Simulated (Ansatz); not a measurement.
Two members of one family (Oligo(phenylene ethynylene), dithiol), computed with Ansatz in the gas phase. Binding counts from free atoms in the multiplicity of their measured ground term, without zero-point energy. Sets without diffuse functions give affinities that are too small. A dash marks a value that wasn't run or was left out as unsound. The structures are stationary points that may keep the symmetry of their start. Remarks come from the PBE and PBE0 runs and from stability tests at other levels; not every state was tested. A HOMO above zero means that the electron is unbound at that level and held by the basis, or that self-interaction error raises the level; the energy of removing that electron tells which.

First: SC#Cc1ccc(C#Cc2ccc(C#Cc3ccc(S)cc3)cc2)cc1 (singlet, charge 0, r2SCAN-D4/def2-SVP geometry).

```xyz
40

S    11.303   -2.432    3.169
C     9.760   -1.982    2.673
C     8.597   -1.753    2.364
C     7.256   -1.478    1.993
C     6.910   -0.249    1.385
C     5.598    0.018    1.021
C     4.573   -0.932    1.250
C     3.234   -0.659    0.880
C     2.074   -0.422    0.559
C     0.734   -0.149    0.190
C    -0.296   -1.085    0.455
C    -1.609   -0.817    0.095
C    -1.952    0.397   -0.549
C    -3.293    0.670   -0.915
C    -4.453    0.909   -1.231
C    -5.795    1.184   -1.593
C    -6.834    0.277   -1.283
C    -8.151    0.548   -1.637
C    -8.477    1.737   -2.312
S   -10.123    2.155   -2.795
C    -7.452    2.648   -2.628
C    -6.136    2.377   -2.273
C    -0.921    1.330   -0.818
C     0.391    1.063   -0.457
C     4.922   -2.160    1.860
C     6.234   -2.429    2.223
H    11.958   -1.327    2.729
H     7.691    0.494    1.203
H     5.342    0.971    0.552
H    -0.044   -2.025    0.952
H    -2.396   -1.545    0.307
H    -6.592   -0.650   -0.758
H    -8.935   -0.173   -1.383
H   -10.715    1.045   -2.304
H    -7.691    3.577   -3.154
H    -5.346    3.092   -2.522
H    -1.174    2.270   -1.314
H     1.179    1.791   -0.668
H     4.140   -2.902    2.042
H     6.489   -3.383    2.691
```

| level | HOMO (eV) | LUMO (eV) | gap (eV) | vertical IE (eV) | vertical EA (eV) | vertical triplet (eV) | binding per atom (eV) |
| --- | --- | --- | --- | --- | --- | --- | --- |
| PBE-D4/def2-SVP | -4.83 | -2.70 | 2.13 | – | – | – | 5.61 |
| PBE-D4/def2-TZVP | -4.92 | -2.80 | 2.12 | 6.34 | 1.42 | 1.99 | 5.53 |
| r2SCAN-D4/def2-TZVP | -5.04 | -2.74 | 2.29 | – | – | – | 5.33 |
| PBE0-D4/def2-SVP | -5.69 | -2.14 | 3.54 | – | – | – | 5.47 |
| PBE0-D4/def2-TZVP | -5.71 | -2.20 | 3.51 | 6.71 | 1.27 | 2.35 | 5.39 |

Remarks: HOMO above zero (-1 doublet).

Second: SC#Cc1ccc(C#Cc2ccc(C#Cc3ccc(C#Cc4ccc(S)cc4)cc3)cc2)cc1 (singlet, charge 0, r2SCAN-D4/def2-SVP geometry).

Cartesian coordinates in Å:
```
S 14.1854 -5.7858 -2.0165
C 12.6191 -5.2547 -1.7168
C 11.5000 -4.7744 -1.5718
C 10.2022 -4.2330 -1.3918
C 9.2460 -4.8947 -0.5827
C 7.9765 -4.3628 -0.4088
C 7.6056 -3.1473 -1.0333
C 6.3090 -2.6054 -0.8553
C 5.1863 -2.1367 -0.7016
C 3.8897 -1.5944 -0.5264
C 3.5406 -0.3503 -1.1051
C 2.2711 0.1819 -0.9326
C 1.2936 -0.5062 -0.1746
C -0.0027 0.0370 0.0000
C -1.1251 0.5071 0.1490
C -2.4215 1.0510 0.3194
C -3.4202 0.3388 1.0275
C -4.6902 0.8717 1.1922
C -5.0201 2.1409 0.6586
C -6.3168 2.6845 0.8268
C -7.4392 3.1556 0.9702
C -8.7375 3.7013 1.1352
C -9.7547 2.9732 1.7933
C -11.0292 3.5065 1.9545
C -11.3304 4.7893 1.4611
S -12.9204 5.5380 1.6259
C -10.3249 5.5250 0.8051
C -9.0531 4.9906 0.6444
C -4.0204 2.8544 -0.0457
C -2.7508 2.3213 -0.2126
C 1.6433 -1.7492 0.4058
C 2.9131 -2.2809 0.2341
C 8.5630 -2.4880 -1.8413
C 9.8334 -3.0177 -2.0170
H 14.1381 -6.9102 -1.2578
H 9.5200 -5.8334 -0.0937
H 7.2459 -4.8829 0.2177
H 4.2873 0.1897 -1.6931
H 2.0119 1.1428 -1.3841
H -3.1770 -0.6425 1.4433
H -5.4544 0.3115 1.7388
H -9.5311 1.9747 2.1790
H -11.7968 2.9195 2.4671
H -13.5089 4.5124 2.2788
H -10.5464 6.5237 0.4173
H -8.2805 5.5694 0.1326
H -4.2627 3.8353 -0.4616
H -1.9872 2.8802 -0.7594
H 0.8963 -2.2897 0.9930
H 3.1726 -3.2413 0.6864
H 8.2893 -1.5487 -2.3295
H 10.5631 -2.4971 -2.6434
```

Problem. Estimate how these quantities change from the first to the second (second minus first).

Solution. 
```json
{"level": "PBE-D4/def2-SVP", "Δ HOMO (eV)": "0.00", "Δ LUMO (eV)": "-0.16", "Δ gap (eV)": "-0.16", "Δ vertical IE (eV)": "–", "Δ vertical EA (eV)": "–", "Δ vertical triplet (eV)": "–", "Δ binding per atom (eV)": "0.08"}
{"level": "PBE-D4/def2-TZVP", "Δ HOMO (eV)": "0.01", "Δ LUMO (eV)": "-0.15", "Δ gap (eV)": "-0.16", "Δ vertical IE (eV)": "-0.20", "Δ vertical EA (eV)": "0.34", "Δ vertical triplet (eV)": "-0.13", "Δ binding per atom (eV)": "0.08"}
{"level": "r2SCAN-D4/def2-TZVP", "Δ HOMO (eV)": "0.02", "Δ LUMO (eV)": "-0.16", "Δ gap (eV)": "-0.18", "Δ vertical IE (eV)": "–", "Δ vertical EA (eV)": "–", "Δ vertical triplet (eV)": "–", "Δ binding per atom (eV)": "0.07"}
{"level": "PBE0-D4/def2-SVP", "Δ HOMO (eV)": "0.02", "Δ LUMO (eV)": "-0.18", "Δ gap (eV)": "-0.21", "Δ vertical IE (eV)": "–", "Δ vertical EA (eV)": "–", "Δ vertical triplet (eV)": "–", "Δ binding per atom (eV)": "0.08"}
{"level": "PBE0-D4/def2-TZVP", "Δ HOMO (eV)": "0.03", "Δ LUMO (eV)": "-0.17", "Δ gap (eV)": "-0.20", "Δ vertical IE (eV)": "-0.16", "Δ vertical EA (eV)": "0.29", "Δ vertical triplet (eV)": "-0.07", "Δ binding per atom (eV)": "0.07"}
```
